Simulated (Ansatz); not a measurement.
Kohn–Sham single points on CH5ClO2Ti (`[CH3][Ti]([OH])([OH])[Cl]`).

```yaml
crystal:
  periodic: [false, false, false]
  atoms:
    - {symbol: C, position_ang: [-1.093242, -0.834559, -0.543512]}
    - {symbol: Ti, position_ang: [0.309487, 0.535732, 0.059901]}
    - {symbol: O, position_ang: [0.520821, 0.258765, 1.794101]}
    - {symbol: O, position_ang: [1.764681, 0.159175, -0.890963]}
    - {symbol: Cl, position_ang: [-0.536744, 2.530767, -0.397394]}
    - {symbol: H, position_ang: [-2.031799, -0.652436, -0.013023]}
    - {symbol: H, position_ang: [-1.248856, -0.726444, -1.620704]}
    - {symbol: H, position_ang: [-0.736483, -1.844579, -0.323578]}
    - {symbol: H, position_ang: [0.463100, 0.625113, 2.675062]}
    - {symbol: H, position_ang: [2.672237, -0.102635, -0.737089]}
basis:
  gaussian: {orbitals: def2-TZVPP}
hamiltonian: {xc: {name: revPBE}, dispersion: d4}
output: {orbitals: {seedname: orbitals}}
```

```sh
$ ansatz run in.yaml --threads 4 --pin off --events-out ev --progress --plain --max-ram 10444MiB
```

It prints (some lines left out):

```
Functional definition: revPBE
1503 factors; their error is unknown
mean field evaluation 1: about -40829.7356 eV, gradient 1.1e2 eV
mean field evaluation 2: about -40578.8750 eV, gradient 3.9e2 eV
mean field evaluation 4: about -40833.3598 eV, gradient 1.1e2 eV
mean field evaluation 8: about -40852.0504 eV, gradient 2.5e0 eV
mean field evaluation 16: about -40852.0379 eV, gradient 2.6e-2 eV
mean field -40852.03791027 eV, -1501.2847026967 hartree, gradient 7.5e-5 eV, S^2 0.000000; 0 other end points of the search recorded, 0 dependent functions left out
reference -40852.03797488 eV, -1501.2847050709 hartree; 33, 33 occupied and 236, 236 virtual orbitals, 1503 factors
Total energy: -40852.63852811 eV, -1501.3067749949 hartree
```

Run time 2.4 s (4 threads of an Arm Neoverse V2 on a shared host); peak host memory 0.4 GiB.

With the line `hamiltonian: {xc: {name: BHLYP}, dispersion: d4}` (abridged; 3.9 s):

```
Functional definition: BHLYP
mean field evaluation 16: about -40854.3059 eV, gradient 5.2e-4 eV
mean field -40854.30594235 eV, -1501.3680513381 hartree, gradient 5.9e-5 eV, S^2 0.000000
Total energy: -40854.60835540 eV, -1501.3791648129 hartree
```

With the line `hamiltonian: {xc: {name: B2PLYP}}` (abridged; 6.5 s):

```
Functional definition: B2PLYP
mean field evaluation 16: about -40835.0083 eV, gradient 2.1e-3 eV
mean field -40835.00829169 eV, -1500.6588757567 hartree, gradient 8.4e-6 eV, S^2 0.000000
13 core orbitals not correlated: weight in the atoms' cores, before any rotation towards them, 1.000 or more for the frozen orbitals, at most 0.000 for the correlated occupied ones
second order -43.78470039 eV of doubles, -0.00000000 eV of singles
Total energy: -40846.83034439 eV, -1501.0933281802 hartree
```

The same input with `hamiltonian: {xc: {name: r2SCANh}, dispersion: d4}` (abridged; 6.5 s):

```
Functional definition: r2SCANh
mean field evaluation 16: about -40853.6307 eV, gradient 2.0e-3 eV
mean field -40853.63066868 eV, -1501.3432354884 hartree, gradient 5.7e-5 eV, S^2 0.000000
Total energy: -40853.69187182 eV, -1501.3454846623 hartree
```

The same input with `hamiltonian: {xc: {name: BLYP}, dispersion: d4}` (abridged; 2.8 s):

```
Functional definition: BLYP
mean field -40858.27255899 eV, -1501.5138218110 hartree, gradient 8.5e-6 eV, S^2 0.000000
Total energy: -40858.75661154 eV, -1501.5316104140 hartree
```

The same input with `hamiltonian: {xc: {name: r2SCAN0}, dispersion: d4}` (abridged; 6.5 s):

```
Functional definition: r2SCAN0
mean field evaluation 16: about -40852.4267 eV, gradient 1.1e-3 eV
mean field -40852.42673630 eV, -1501.2989917896 hartree, gradient 1.6e-5 eV, S^2 0.000000
Total energy: -40852.49459134 eV, -1501.3014854162 hartree
```
